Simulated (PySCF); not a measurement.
Optical rotation: `C=C[C@@H]1CC[Si@@H](F)O1`, C$_{5}$H$_{9}$FOSi

Molfile (atoms numbered from 1):
```
C5H9FOSi
     RDKit          3D

 17 17  0  0  0  0  0  0  0  0999 V2000
    2.8645   -0.3591    0.4946 C   0  0  0  0  0  0  0  0  0  0  0  0
    1.8162    0.0395   -0.2003 C   0  0  0  0  0  0  0  0  0  0  0  0
    0.4322    0.1561    0.3545 C   0  0  2  0  0  0  0  0  0  0  0  0
   -0.4792   -0.9726   -0.1666 C   0  0  0  0  0  0  0  0  0  0  0  0
   -1.9246   -0.4834   -0.0629 C   0  0  0  0  0  0  0  0  0  0  0  0
   -1.7029    1.3671   -0.4221 Si  0  0  1  0  0  4  0  0  0  0  0  0
   -2.5305    2.3070    0.5903 F   0  0  0  0  0  0  0  0  0  0  0  0
   -0.1308    1.4033   -0.0304 O   0  0  0  0  0  0  0  0  0  0  0  0
    3.8406   -0.4521    0.0506 H   0  0  0  0  0  0  0  0  0  0  0  0
    2.7871   -0.6132    1.5391 H   0  0  0  0  0  0  0  0  0  0  0  0
    1.9013    0.3033   -1.2454 H   0  0  0  0  0  0  0  0  0  0  0  0
    0.4627    0.1325    1.4508 H   0  0  0  0  0  0  0  0  0  0  0  0
   -0.2964   -1.8921    0.3891 H   0  0  0  0  0  0  0  0  0  0  0  0
   -0.2330   -1.1496   -1.2157 H   0  0  0  0  0  0  0  0  0  0  0  0
   -2.3032   -0.6330    0.9495 H   0  0  0  0  0  0  0  0  0  0  0  0
   -2.5733   -1.0342   -0.7378 H   0  0  0  0  0  0  0  0  0  0  0  0
   -1.9378    1.8927   -1.7472 H   0  0  0  0  0  0  0  0  0  0  0  0
  1  2  2  0
  2  3  1  0
  3  4  1  0
  4  5  1  0
  5  6  1  0
  6  7  1  0
  6  8  1  0
  8  3  1  0
  1  9  1  0
  1 10  1  0
  2 11  1  0
  3 12  1  1
  4 13  1  0
  4 14  1  0
  5 15  1  0
  5 16  1  0
  6 17  1  6
M  END
```

Theory: TDDFT BHandHLYP/def2-SVPD circular dichroism and optical rotation, one conformer, gas phase (PySCF). Geometry: GFN2-xTB.

The molecule is flexible and this is one conformer; a measurement averages over conformers.

Stereocentres: C3 S, Si6 R.

Q: What is the specific rotation at 633, 589.3, 546, 436, 405, 365, 355 nm?

A: [α] in deg dm⁻¹ (g/mL)⁻¹:
```tsv
λ (nm)	origin-invariant length gauge	modified velocity gauge	length gauge (centre of mass)	isotropic polarisability (au)
633	-50.5	-53.1	-50.4	82.9
589.3	-59.5	-62.5	-59.4	83.2
546	-71.1	-74.8	-70.9	83.6
436	-124.0	-130.3	-123.5	85.1
405	-150.7	-158.4	-150.1	85.8
365	-201.3	-211.6	-200.3	87.1
355	-218.3	-229.4	-217.1	87.5
```

Q: And for the mirror image at 589.3 nm?

A: +59.5 deg dm⁻¹ (g/mL)⁻¹ (origin-invariant length gauge): the same size and the opposite sign.

Q: What is the molar rotation [Φ] = [α]·M/100 of the geometry above at 589.3 nm?

A: With M = 132.21 g/mol, -78.7 deg cm² dmol⁻¹ (origin-invariant length gauge).

The first excitation lies at 7.51 eV (165 nm) with R = +23.1 × 10⁻⁴⁰ esu² cm² (velocity form).
